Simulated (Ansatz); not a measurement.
Relaxation of FH$_{4}$NSn (7 atoms, charge 0, multiplicity 1), to a largest force component of 0.02 eV/Å in at most 50 steps.

The calculation used RKS LDA/def2-SVP (Ansatz 0.2.0).

```xyz
7
Properties=species:S:1:pos:R:3
N -1.015 0.127 -0.827
Sn 0.387 -0.138 0.587
F 0.362 -2.003 1.102
H -0.917 1.183 -1.134
H -0.792 -0.410 -1.687
H 0.056 0.882 1.984
H 1.981 0.291 -0.071
```

Task: Where does it end, and by what steps?

Result: It converged. After 14 steps the energy has fallen by 0.369 eV; H4 moved furthest, 1.06 Å.

```
step  energy less start (eV)  largest force component (eV/Å)  accepted
   0                  0.0000                           2.184       yes
   1                 -0.1945                           0.936       yes
   2                 -0.2272                           0.335       yes
   3                 -0.2417                           0.291       yes
   4                 -0.2393                           1.149        no
   5                 -0.2556                           0.216       yes
   6                 -0.2670                           0.181       yes
   7                 -0.2692                           0.695       yes
   8                 -0.2709                           0.401       yes
   9                 -0.3109                           0.899       yes
  10                 -0.3573                           0.401       yes
  11                 -0.3579                           0.769       yes
  12                 -0.3687                           0.093       yes
  13                 -0.3689                           0.058       yes
  14                 -0.3692                           0.005       yes
```

```xyz
7
Properties=species:S:1:pos:R:3
N -0.660 0.476 -0.998
Sn 0.525 -0.020 0.548
F 0.102 -1.826 1.147
H -1.662 0.514 -0.772
H -0.530 -0.103 -1.837
H 0.144 0.992 1.874
H 2.142 -0.102 -0.008
```

Time of the run: 23 s on 1 thread of Arm Neoverse V1, with other jobs on the host, peak memory 0.14 GiB.
